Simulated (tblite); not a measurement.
Species: C6H10ClO (doublet state).
Numbering: `[OH:1][C@@H:2]1[CH2:3][CH:4][CH2:5][C@@H:6]([Cl:7])[CH2:8]1` (hydrogens: H9 on O1; H10 on C2; H11, H12 on C3; H13 on C4; H14, H15 on C5; H16 on C6; H17, H18 on C8)

Computed with GFN2-xTB (tblite), gas phase: L-BFGS steps from a force-field or distance-geometry start until the largest atomic force falls under 0.01 eV/Å.

Step 37: E = -721.1345 eV
```
atom  x, y, z in Å  |  force x, y, z in eV/Å
O1      1.8457    0.1809    0.9399    0.037  -0.028  -0.016
C2      1.2850   -0.0066   -0.3385   -0.015   0.033  -0.030
C3      0.4346    1.2179   -0.7719   -0.054  -0.004  -0.002
C4     -0.7801    1.3382    0.0604   -0.046   0.057   0.068
C5     -1.6155    0.1313    0.2382   -0.037  -0.006  -0.018
C6     -0.7264   -1.0370    0.6937   -0.030   0.042  -0.010
Cl7    -1.7281   -2.5093    0.8289    0.020  -0.071   0.008
C8      0.4092   -1.2628   -0.2903   -0.003   0.031  -0.013
H9      2.3346    1.0108    0.9508   -0.003  -0.013   0.000
H10     2.0866   -0.1583   -1.0820    0.021   0.006   0.029
H11     0.1608    1.0513   -1.8221    0.041   0.005  -0.019
H12     1.0366    2.1293   -0.7185   -0.004  -0.064  -0.023
H13    -0.9688    2.2284    0.6365    0.042  -0.113  -0.028
H14    -2.0787   -0.1714   -0.7114    0.027   0.022  -0.029
H15    -2.4204    0.2944    0.9555    0.055   0.039   0.030
H16    -0.3096   -0.8438    1.6842   -0.052  -0.007   0.022
H17     0.0163   -1.4676   -1.2866   -0.035   0.011  -0.022
H18     1.0092   -2.1193    0.0214    0.036   0.061   0.053
```

Step 38: E = -721.1361 eV
```
atom  x, y, z in Å  |  force x, y, z in eV/Å
O1      1.8520    0.1813    0.9373    0.010  -0.012  -0.063
C2      1.2851   -0.0055   -0.3395   -0.017   0.013  -0.027
C3      0.4332    1.2185   -0.7731   -0.050  -0.020   0.017
C4     -0.7774    1.3371    0.0650   -0.036   0.056   0.037
C5     -1.6162    0.1322    0.2368   -0.005   0.004  -0.025
C6     -0.7301   -1.0359    0.6931    0.011  -0.023   0.002
Cl7    -1.7339   -2.5103    0.8240    0.042  -0.040   0.005
C8      0.4096   -1.2629   -0.2874   -0.001   0.024  -0.012
H9      2.3308    1.0172    0.9471    0.004  -0.015   0.011
H10     2.0835   -0.1560   -1.0868    0.024  -0.007   0.038
H11     0.1547    1.0479   -1.8219    0.051   0.015   0.001
H12     1.0363    2.1300   -0.7228   -0.021  -0.076  -0.030
H13    -0.9588    2.2208    0.6504    0.034  -0.063   0.003
H14    -2.0693   -0.1689   -0.7164   -0.019   0.019  -0.054
H15    -2.4229    0.2956    0.9512    0.035   0.034   0.027
H16    -0.3163   -0.8449    1.6849   -0.050  -0.008   0.033
H17     0.0179   -1.4733   -1.2837   -0.017   0.015  -0.003
H18     1.0129   -2.1165    0.0301    0.004   0.085   0.039
```

Step 39: E = -721.1375 eV
```
atom  x, y, z in Å  |  force x, y, z in eV/Å
O1      1.8529    0.1849    0.9357   -0.019   0.006  -0.106
C2      1.2836   -0.0038   -0.3409   -0.016  -0.011  -0.014
C3      0.4280    1.2176   -0.7783   -0.031  -0.028   0.032
C4     -0.7748    1.3368    0.0714   -0.045   0.204   0.099
C5     -1.6182    0.1333    0.2285    0.027   0.021  -0.027
C6     -0.7338   -1.0321    0.6920    0.048  -0.094   0.018
Cl7    -1.7371   -2.5100    0.8298    0.067   0.002  -0.007
C8      0.4090   -1.2623   -0.2859   -0.001   0.011   0.002
H9      2.3185    1.0282    0.9452    0.011  -0.018   0.021
H10     2.0824   -0.1537   -1.0878    0.020  -0.012   0.033
H11     0.1424    1.0366   -1.8240    0.049   0.030   0.037
H12     1.0339    2.1277   -0.7380   -0.038  -0.071  -0.031
H13    -0.9253    2.2031    0.7000    0.055  -0.206  -0.103
H14    -2.0499   -0.1674   -0.7334   -0.065   0.032  -0.049
H15    -2.4316    0.2942    0.9352    0.015   0.026   0.009
H16    -0.3214   -0.8372    1.6833   -0.051  -0.009   0.043
H17     0.0175   -1.4770   -1.2822    0.006   0.013   0.021
H18     1.0153   -2.1128    0.0376   -0.030   0.104   0.021
```

Step 40: E = -721.1393 eV
```
atom  x, y, z in Å  |  force x, y, z in eV/Å
O1      1.8587    0.1833    0.9317   -0.044   0.018  -0.099
C2      1.2830   -0.0020   -0.3426   -0.011  -0.039  -0.003
C3      0.4254    1.2177   -0.7783    0.007  -0.032   0.030
C4     -0.7738    1.3366    0.0757   -0.001   0.017  -0.069
C5     -1.6192    0.1342    0.2277    0.050   0.018  -0.018
C6     -0.7370   -1.0320    0.6913    0.063  -0.116   0.030
Cl7    -1.7387   -2.5140    0.8258    0.081   0.036  -0.018
C8      0.4089   -1.2604   -0.2841   -0.012  -0.008   0.007
H9      2.3170    1.0302    0.9435    0.019  -0.008   0.024
H10     2.0808   -0.1510   -1.0905    0.011  -0.020   0.016
H11     0.1421    1.0356   -1.8241    0.022   0.027   0.038
H12     1.0329    2.1257   -0.7409   -0.031  -0.031  -0.021
H13    -0.9199    2.1942    0.7036    0.019   0.005   0.050
H14    -2.0450   -0.1647   -0.7365   -0.100   0.034  -0.052
H15    -2.4300    0.2981    0.9355   -0.023   0.008   0.000
H16    -0.3298   -0.8389    1.6848   -0.036  -0.008   0.047
H17     0.0171   -1.4801   -1.2797    0.026   0.011   0.032
H18     1.0186   -2.1061    0.0454   -0.042   0.088   0.005
```

Problem. Estimate the geometry and energy of step 41. (The exact step hangs on the optimiser's Hessian estimate; all steps are aligned on step 40, rigid shifts and turns removed.)

Solution. E = -721.1408 eV, largest force 0.097 eV/Å
```
atom  x, y, z in Å  |  force x, y, z in eV/Å
O1      1.8575    0.1854    0.9293   -0.030   0.019  -0.054
C2      1.2819   -0.0017   -0.3437   -0.006  -0.031  -0.002
C3      0.4228    1.2167   -0.7794    0.018  -0.018   0.013
C4     -0.7732    1.3381    0.0785   -0.004   0.000  -0.073
C5     -1.6190    0.1349    0.2235    0.030   0.009  -0.007
C6     -0.7371   -1.0322    0.6912    0.033  -0.063   0.025
Cl7    -1.7381   -2.5133    0.8289    0.074   0.028  -0.023
C8      0.4088   -1.2600   -0.2835   -0.016  -0.007   0.009
H9      2.3124    1.0343    0.9433    0.015  -0.013   0.015
H10     2.0811   -0.1507   -1.0901    0.002  -0.019   0.001
H11     0.1381    1.0319   -1.8238    0.002   0.022   0.030
H12     1.0309    2.1235   -0.7479   -0.014  -0.006  -0.010
H13    -0.9057    2.1860    0.7238    0.021  -0.021   0.030
H14    -2.0397   -0.1634   -0.7442   -0.084   0.044  -0.018
H15    -2.4332    0.2978    0.9281   -0.016  -0.001  -0.010
H16    -0.3323   -0.8359    1.6852   -0.029  -0.009   0.041
H17     0.0175   -1.4814   -1.2785    0.021   0.007   0.022
H18     1.0184   -2.1038    0.0477   -0.019   0.058   0.011
```

The energy changes by -0.0015 eV. The first-order estimate −F·Δx gives -0.0018 eV and the mean of the old and new forces, exact on a quadratic surface, -0.0015 eV. The step makes an angle of 79° with the force vector and moves no atom by more than 0.026 Å.

What follows is the cost of the whole relaxation. Time: 0.46 s. Hardware: an Arm Neoverse V2 with one thread, no GPU, shared host.
